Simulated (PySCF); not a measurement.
# Working out the ionisation energy of Cd⁺

Cd⁺ [Kr] 4d10 5s1 (2S) → Cd²⁺ [Kr] 4d10 (1S). Calculation: PySCF 2.14, in x2c-TZVPall; the spin-free X2C one-electron Hamiltonian (Gaussian nucleus). Frozen: [Kr]. Energies in hartree (1 hartree = 27.21139 eV):

```tsv
part	Cd⁺ (lower)	Cd²⁺ (upper)
UHF	-5591.043894	-5590.471775
MP2 opposite-spin	-0.186560	-0.169998
MP2 same-spin	-0.112794	-0.100325
```

Task: What does Hartree-Fock give?

Result: (-5590.471775) − (-5591.043894) = 0.572119 hartree = 15.568 eV.

Task: What do MP2 and SCS-MP2 (6/5 opposite-spin, 1/3 same-spin) give?

Result: The opposite-spin parts differ by 0.451 eV and the same-spin parts by 0.339 eV. MP2: 15.568 + (0.451) + (0.339) = 16.358 eV. SCS-MP2: 15.568 + 1.2 × (0.451) + (0.339)/3 = 16.222 eV.

Measured between the centres of the two terms (NIST): 16.908 eV, so MP2 (valence) is off by -0.550 eV.

What remains against the reference includes basis incompleteness, the frozen core and correlation beyond second order.
